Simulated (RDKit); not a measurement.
RDKit input (MMFF94):

```python
from rdkit import Chem
from rdkit.Chem import AllChem, rdDetermineBonds

mol = Chem.MolFromXYZFile('mol.xyz')
rdDetermineBonds.DetermineBonds(mol, charge=0)
print('SMILES', Chem.MolToSmiles(Chem.RemoveHs(mol)))
ff = AllChem.MMFFGetMoleculeForceField(mol, AllChem.MMFFGetMoleculeProperties(mol))
e0 = ff.CalcEnergy()
flag = ff.Minimize(maxIts=5000, forceTol=1e-5)
print(f'energy {e0:.4f} -> {ff.CalcEnergy():.4f} kcal/mol, converged: {flag == 0}')
print(Chem.MolToXYZBlock(mol))
```
mol.xyz:
```
10

N     -0.18320800    -0.06798200    -1.67848600
Si    -0.01064500    -0.00903100     0.01749800
O     -1.12233400    -0.90631800     0.80858500
O     -0.22490300     1.54387200     0.51386000
O      1.45939200    -0.62742300     0.41796000
H     -0.97033400     0.39112700    -2.11073000
H      0.04603200    -0.91911200    -2.16859900
H     -1.08653500    -0.92093600     1.76829100
H      0.31118100     2.22442400     0.10085200
H      2.23390900    -0.25424600    -0.00862400
```

Output:

```
SMILES N[Si](O)(O)O
energy -218.3669 -> -228.2642 kcal/mol, converged: True
10

N      0.057256    0.061731   -1.602552
Si     0.023057    0.038858    0.060006
O     -1.058150   -1.104008    0.468757
O     -0.423880    1.529413    0.528687
O      1.539380   -0.330288    0.514887
H     -0.822740    0.471855   -1.906369
H     -0.004363   -0.906470   -1.908873
H     -1.235363   -1.162522    1.419264
H      0.212338    2.225612    0.310394
H      2.165019   -0.369805   -0.223594
```

The geometry given is a B3LYP-D3(BJ)/def2-TZVP minimum.
